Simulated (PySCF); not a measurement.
1,3-azasiletidine (C2H7NSi), SMILES C1NC[SiH2]1.

Geometry optimised at PBE-D3(BJ)/def2-SVP.

Two levels are set side by side: TDA-PBE/def2-SVPD (PySCF) and TDA-ωB97X/def2-SVPD (PySCF). Vertical, same geometry. The lowest singlet is HOMO→LUMO 100 % with PBE and HOMO→LUMO+2 55 %, HOMO→LUMO+1 32 % with the other functional; states are paired by order. Differences are taken from unrounded values.

```tsv
quantity	TDA-ωB97X
lowest singlet excitation (eV)	6.39
lowest triplet excitation (TDA) (eV)	6.14
first bright state (f over 0.05) (eV)	7.98
its oscillator strength	0.16
```

**Question.** What does TDA-PBE give, and how far is it from TDA-ωB97X? (Estimate from the structure and the level; the computed values follow.)

**Answer.** 
```csv
quantity,TDA-PBE,TDA-PBE minus TDA-ωB97X
lowest singlet excitation (eV),4.56,-1.83
lowest triplet excitation (TDA) (eV),4.49,-1.65
first bright state (f over 0.05) (eV),6.93,-1.05
its oscillator strength,0.10,-0.05
```

A lower first singlet is the usual sign of a functional without exact exchange. Differences between two approximate levels are no errors against the true value.

Rough cost on one machine, each run with all the roots and properties that it gave: TDA-ωB97X against TDA-PBE about 4 times.
